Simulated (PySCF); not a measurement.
**Working out the excitation energy of S⁺**

S⁺ [Ne] 3s2 3p3 (4S) → S⁺ [Ne] 3s1 3p3 3d1 (6D). All numbers are calculated (PySCF 2.14, the spin-free X2C one-electron Hamiltonian (Gaussian nucleus), in x2c-TZVPPall with one added diffuse shell each of s, p, d type (6s6p4d1f, 51 functions)). Frozen: [Ne]. Energies in hartree (1 hartree = 27.21139 eV):

```json
{"part": "UHF", "S⁺ (lower)": "-398.246029", "S⁺ (upper)": "-397.572948"}
{"part": "CCSD correlation", "S⁺ (lower)": "-0.109464", "S⁺ (upper)": "-0.037969"}
{"part": "(T)", "S⁺ (lower)": "-0.003571", "S⁺ (upper)": "-0.000404"}
```

Q: What does Hartree-Fock give?

A: (-397.572948) − (-398.246029) = 0.673081 hartree = 18.315 eV.

Q: What do CCSD and CCSD(T) give?

A: The CCSD correlation energies differ by 0.071495 hartree = 1.945 eV and the triples by 0.003167 hartree = 0.086 eV, so CCSD gives 20.260 eV and CCSD(T) 20.346 eV.
